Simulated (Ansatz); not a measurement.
A geometry relaxed with PBE0-D3(BJ)/def2-TZVP in Ansatz (an electronic-structure program), charge 0, multiplicity 1:

```xyz
5

O      0.9810     0.1747     0.2565
C     -0.3322     0.2020     0.1021
H     -0.7549     1.0415     0.6534
H      1.3195    -0.5832    -0.2470
S     -1.2134    -0.8350    -0.7650
```

Q: Write the SMILES of this molecule.

A: `OC=S`
